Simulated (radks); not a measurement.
Values are calculated unless marked as measured or tabulated.
Problem. Species: Kr+. Configuration: [Ar] 3d10 4s1 4p5 5s1 (not the ground configuration). Level of theory: Dirac Kohn-Sham, revPBE, spin-unpolarised, spherical densities, finite nucleus; open shells are shared between the two j in proportion to 2j + 1; Fermi nuclear charge, rms radius 4.1884 fm (a radial shooting solver on a logarithmic mesh with Libxc functionals). Some entries of the table are withheld. Estimate them.

| orbital | occ. | eigenvalue (eV) | <r> (bohr) |
|---|---|---|---|
| 1s1/2 | 2 | -14174.33 | 0.04148 |
| 2s1/2 | 2 | -1883.668 | 0.1832 |
| 2p1/2 | 2 | -1703.951 | 0.1573 |
| 2p3/2 | 4 | -1650.123 | 0.1613 |
| 3s1/2 | 2 | -283.7872 | (1) |
| 3p1/2 | 2 | -220.3244 | 0.5330 |
| 3p3/2 | 4 | -212.4028 | 0.5434 |
| 3d3/2 | 4 | -101.8852 | (2) |
| 3d5/2 | 6 | -100.5786 | (3) |
| 4s1/2 | 1 | -39.8374 | 1.501 |
| 4p1/2 | 1.66667 | -25.2800 | (4) |
| 4p3/2 | 3.33333 | -24.4797 | (5) |
| 5s1/2 | 1 | (6) | 4.177 |

Solution. 
(1) 3s1/2 <r> (bohr): 0.5298
(2) 3d3/2 <r> (bohr): 0.5518
(3) 3d5/2 <r> (bohr): 0.5557
(4) 4p1/2 <r> (bohr): 1.722
(5) 4p3/2 <r> (bohr): 1.753
(6) 5s1/2 eigenvalue (eV): -7.7590
